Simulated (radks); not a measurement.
Coulomb parameter of the 3d shell of the copper ion Cu3+ in the model configuration [Ar] 3d7 4p1, as a second difference U = [E(n + 1) + E(n - 1) - 2 E(n)] / (1)^2 with all orbitals relaxed. "Bare": the charge of the atom changes with n. "Screened": the 4p shell takes up the change at fixed total charge, which measures U(3d,3d) + U(4p,4p) - 2 U(3d,4p). Method: Dirac Kohn-Sham, PBEsol, spin-unpolarised, spherical densities, finite nucleus; open shells are shared between the two j in proportion to 2j + 1; Fermi nuclear charge, rms radius 3.8823 fm; computed with a radial shooting solver on a logarithmic mesh with Libxc functionals.

case         configuration  E - E(n) (eV)
start         [Ar] 3d7 4p1          0.000
bare +1       [Ar] 3d8 4p1        -47.960
bare -1       [Ar] 3d6 4p1         69.713
screened +1       [Ar] 3d8        -26.178
screened -1   [Ar] 3d6 4p2         32.970

U(bare) = 21.753 eV, U(screened by 4p) = 6.792 eV.
